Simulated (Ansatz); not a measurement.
One change: `[OH][Zr]([F])([F])[SH]` becomes `[F][Zr]([F])([SH])[SH]`.

Ansatz, PBE0-D4/def2-TZVP geometries, multiplicity 1. Each molecule was computed in one conformer, which needn't be the lowest.

Elements past krypton have def2 core potentials.

```json
{"property": "HOMO energy (ωB97M-V/def2-TZVPP) / eV", "`[OH][Zr]([F])([F])[SH]`": "-9.92"}
{"property": "LUMO energy (B3LYP/def2-TZVPP) / eV", "`[OH][Zr]([F])([F])[SH]`": "-1.57"}
{"property": "HOMO–LUMO gap (PBE/def2-TZVPP) / eV", "`[OH][Zr]([F])([F])[SH]`": "4.36"}
{"property": "HOMO energy (PBE/def2-TZVPP) / eV", "`[OH][Zr]([F])([F])[SH]`": "-6.53"}
{"property": "LUMO energy (ωB97M-V/def2-TZVPP) / eV", "`[OH][Zr]([F])([F])[SH]`": "0.35"}
{"property": "size of the dipole moment (ωB97M-V/def2-TZVPP) / D", "`[OH][Zr]([F])([F])[SH]`": "3.36"}
```

(1) Give the same properties after the change, and the shifts. (An estimate is asked.)

Results:

(1) Ansatz gave: 
```
                                          property  `[F][Zr]([F])([SH])[SH]`  shift
             HOMO energy (ωB97M-V/def2-TZVPP) / eV                     -9.94  -0.02
               LUMO energy (B3LYP/def2-TZVPP) / eV                     -2.37  -0.80
               HOMO–LUMO gap (PBE/def2-TZVPP) / eV                      3.62  -0.74
                 HOMO energy (PBE/def2-TZVPP) / eV                     -6.64  -0.11
             LUMO energy (ωB97M-V/def2-TZVPP) / eV                      0.00  -0.35
size of the dipole moment (ωB97M-V/def2-TZVPP) / D                      0.49  -2.87
```

With PBE0 the HOMO falls by 0.08 eV and the LUMO falls by 0.84 eV, so the gap narrows by about 0.76 eV. PBE moves the HOMO by -0.11 eV and ωB97M-V by -0.02 eV. Dipoles are sizes alone; their direction can turn.

B3LYP here is the variant with VWN-RPA as its local correlation; programs differ in this.
